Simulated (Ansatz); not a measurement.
**Reading a saddle point**

A first-order saddle point of CH₅BrZn, closed shell, PBE0-D4/def2-TZVP, with one imaginary mode of 527i cm⁻¹:

```
atom    x (Å)    y (Å)    z (Å)
 Zn1   0.3865  -0.4542  -0.0012
 Br2   0.9513   0.0655   2.7015
  C3  -0.8722   0.5784  -1.0415
  H4   1.4002  -0.9847   1.5287
  H5   1.4972  -1.5443   0.5231
  H6  -1.8555   0.1049  -1.0105
  H7  -0.5535   0.6538  -2.0821
  H8  -0.9539   1.5805  -0.6181
```

Ansatz 0.2.0; basis: def2-TZVPP and def2-QZVPP; cores frozen in the correlated methods. The 3s and 3p shells of Cu and Zn are frozen; filled d shells are correlated. The def2 sets are not built for correlating such inner shells, so the correlated values are less sure here. Extrapolation: Hartree–Fock as exp(−7.88 √X), correlation as X^−2.97.

(1) Which contacts change along the imaginary mode, and what lies on either side? (A judgement: the text doesn't fix the answer.)

(2) Which side is lower, and how far does the saddle lie above each? (To be estimated.)

No T1 diagnostic of these runs exceeds 0.012.

Answers

(1) By the calculation: The step is CH₃BrZn ([CH3][Zn][Br]) + H₂ → CH₄Zn ([CH3][ZnH]) + HBr, with the molecules in contact on both sides. Shortening one way: Zn1–H5, Br2–H4; lengthening the same way: Zn1–Br2, H4–H5.
```csv
pair,one side (Å),saddle (Å),other side (Å)
Zn1–H5,3.17,1.64,1.56
Br2–H4,3.49,1.64,1.44
Zn1–Br2,2.25,2.81,4.13
H4–H5,0.75,1.15,1.69
```

(2) By the calculation: The side with Zn1–Br2, H4–H5 short is lower by 1.487 eV; the saddle lies 1.740 eV above it and 0.253 eV above the other (CCSD(T) at an estimated basis limit (MP2 extrapolated from triple and quadruple zeta, plus CCSD(T) − MP2 in triple zeta); electronic energies).

Labels in which every atom is bracketed show which atoms are joined, not bond orders.

For scale, one of the runs: CCSD(T)/def2-TZVPP, 213 basis functions, launched by `ansatz run in.yaml --threads 8 --pin off --events-out ev --progress --plain --max-ram 19148MiB`. Time: 15 s of wall clock on 8 CPU threads of an Intel Xeon 6975P-C; the host was shared. Peak host memory: 3.3 GiB.
